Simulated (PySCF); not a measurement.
disulfane cation (H₂S₂), SMILES SS (connectivity only; charge and spin as stated), charge +1, multiplicity 2. Atoms are numbered in the order given.

```xyz
4

S      0.0950    -0.9877     0.0000
S     -0.0950     0.9877     0.0000
H     -1.2424    -1.2078     0.0000
H      1.2424     1.2078     0.0000
```
Charge +1, spin multiplicity 2.

Geometry: PBE0-D3(BJ)/def2-TZVP. The spin state was assumed, not searched.

Computed with PBE0/pcH-1 run with PySCF.

Unrestricted Kohn–Sham, ⟨S²⟩ = 0.754. Hyperfine tensors hold the contact and dipolar terms, without spin-orbit corrections.

Computed hyperfine couplings:
```csv
nucleus,A(iso) (MHz),A(iso) (G),dipolar principal values (MHz)
33S no. 1,19.1,6.8,"-56.9, -53.4, 110.3"
33S no. 2,19.1,6.8,"-56.9, -53.4, 110.3"
1H no. 3,-26.5,-9.5,"-11.4, -1.7, 13.1"
1H no. 4,-26.5,-9.5,"-11.4, -1.7, 13.1"
```

### Question
And the g tensor (effective nuclear charges for spin-orbit coupling, GIAO)? (An estimate is asked for; the answer gives what the named calculation found.)

### Answer
principal values 2.0022, 2.0157, 2.0385; isotropic 2.0188.
